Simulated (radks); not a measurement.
Values are calculated unless marked as measured or tabulated.
Task: Pb18+, configuration [Kr] 4d10 4f14 5s2 5p2. Code: a radial shooting solver on a logarithmic mesh with Libxc functionals. Model: Dirac Kohn-Sham, PBE, spin-unpolarised, spherical densities, finite nucleus; open shells fill j = l - 1/2 first; Fermi nuclear charge, rms radius 5.5012 fm. Some entries of the table are withheld. Estimate them.

orbital,occ.,eigenvalue (eV),r(max) (bohr)
1s1/2,2,-88327.46,0.009845
2s1/2,2,-16118.57,0.05738
2p1/2,2,-15503.24,(1)
2p3/2,4,-13313.14,(2)
3s1/2,2,-4168.757,0.1614
3p1/2,2,-3889.543,0.1503
3p3/2,4,-3400.221,0.1659
3d3/2,4,-2939.157,0.1288
3d5/2,6,-2834.872,0.1330
4s1/2,2,-1243.408,0.3622
4p1/2,2,-1121.971,0.3596
4p3/2,4,-1001.181,0.3909
4d3/2,4,-802.5076,0.3817
4d5/2,6,-779.7380,0.3911
4f5/2,6,(3),0.3441
4f7/2,8,(4),0.3484
5s1/2,2,-502.4798,0.7601
5p1/2,2,-456.2797,0.7854
5p3/2,0,-425.7689,0.8437

Result: 
(1) 2p1/2 r(max) (bohr): 0.04198
(2) 2p3/2 r(max) (bohr): 0.04969
(3) 4f5/2 eigenvalue (eV): -521.5382
(4) 4f7/2 eigenvalue (eV): -516.2263
